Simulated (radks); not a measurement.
Mn2+, 23 electrons, occupied as [Ar] 3d4.5 4p0.5 (fractional occupations, a model configuration). Calculated with a radial shooting solver on a logarithmic mesh with Libxc functionals: Dirac Kohn-Sham, PBEsol, spin-unpolarised, spherical densities, point nucleus; open shells fill j = l - 1/2 first.

Unscreened Slater integrals over Kohn-Sham orbitals (eV). Large and small components are both included. Empty in this configuration: 4p3/2.

\begin{tabular}{lr}
integral & value \\ \hline
F0(4p1/2,4p1/2) & 8.1814 \\
F0(4p1/2,3d5/2) & 10.415 \\
G3(4p1/2,3d5/2) & 0.94645 \\
F0(4p1/2,3d3/2) & 10.420 \\
G1(4p1/2,3d3/2) & 1.1178 \\
F0(4p1/2,3p3/2) & 10.620 \\
G2(4p1/2,3p3/2) & 0.61384 \\
F0(4p1/2,4p3/2) & 8.1520 \\
G2(4p1/2,4p3/2) & 4.3335 \\
F0(3d5/2,3d5/2) & 22.816 \\
F2(3d5/2,3d5/2) & 10.523 \\
F4(3d5/2,3d5/2) & 6.5399 \\
F0(3d5/2,3d3/2) & 22.857 \\
F2(3d5/2,3d3/2) & 10.541 \\
G2(3d5/2,3d3/2) & 10.534 \\
G4(3d5/2,3d3/2) & 6.5471 \\
F0(3d5/2,3p3/2) & 24.779 \\
F2(3d5/2,3p3/2) & 11.681 \\
G1(3d5/2,3p3/2) & 14.504 \\
G3(3d5/2,3p3/2) & 8.7681 \\
F0(3d5/2,4p3/2) & 10.348 \\
F2(3d5/2,4p3/2) & 2.5093 \\
G1(3d5/2,4p3/2) & 1.0981 \\
G3(3d5/2,4p3/2) & 0.92704 \\
F0(3d3/2,3d3/2) & 22.899 \\
F2(3d3/2,3d3/2) & 10.560 \\
F0(3d3/2,3p3/2) & 24.828 \\
F2(3d3/2,3p3/2) & 11.706 \\
G1(3d3/2,3p3/2) & 14.529 \\
G3(3d3/2,3p3/2) & 8.7840 \\
F0(3d3/2,4p3/2) & 10.352 \\
F2(3d3/2,4p3/2) & 2.5010 \\
G1(3d3/2,4p3/2) & 1.0894 \\
G3(3d3/2,4p3/2) & 0.92104 \\
F0(3p3/2,3p3/2) & 27.290 \\
F2(3p3/2,3p3/2) & 13.655 \\
F0(3p3/2,4p3/2) & 10.550 \\
F2(3p3/2,4p3/2) & 2.0535 \\
G0(3p3/2,4p3/2) & 0.53111 \\
G2(3p3/2,4p3/2) & 0.61207 \\
F0(4p3/2,4p3/2) & 8.1230 \\
F2(4p3/2,4p3/2) & 4.3198 \\
\end{tabular}
